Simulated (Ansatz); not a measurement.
Ideal-gas functions of CHFNSi, SMILES `N#C[SiH]F` radical at 800 K and 1 bar, from an Ansatz frequency run at PBE0-D4/def2-TZVP.

Molar mass 74.11 g/mol, point group C1 (symmetry number 1), electronic degeneracy 2, moments of inertia 23.377, 144.582, 165.377 u Å². Harmonic wavenumbers (cm⁻¹, unscaled): 155, 260, 370, 602, 687, 765, 913, 2236, 2302.

Use S(trans) = R[1.5 ln M + 2.5 ln T − 1.1517]; rotational temperatures θ = 24.2544 K / I; S(rot) = R[ln(√π/σ · √(T³/θAθBθC)) + 1.5]; for each mode x = 1.438777 ν̃/T, S = R[x/(eˣ − 1) − ln(1 − e⁻ˣ)] and H = RT x/(eˣ − 1); 1 cm⁻¹ = 0.0119627 kJ/mol; R = 8.31446 J/(mol·K).

**Question.** By hand: the entropy, in J/(mol·K).

**Answer.** Translation 183.1. Rotation: θ = 1.0375, 0.1678, 0.1467 K, giving 115.8. Vibration, mode by mode: 18.96, 14.71, 11.85, 8.05, 7.07, 6.29, 5.07, 0.76, 0.69, in all 73.4. Electronic 5.8. Sum 378.1 J/(mol·K).

**Question.** By hand: H − E and G − E in kJ/mol, counted from the electronic energy.

**Answer.** Zero-point energy ½ × 8290 × 0.0119627 = 49.6; thermal vibration 29.4; translation, rotation and pV give 4 RT = 26.6. H − E = 105.6 kJ/mol, and G − E = 105.6 − 800 × 378.1/1000 = -196.9 kJ/mol.

Vibration gives 19 % of the entropy. The sum counts one conformer and one mirror image; others add a mixing term.
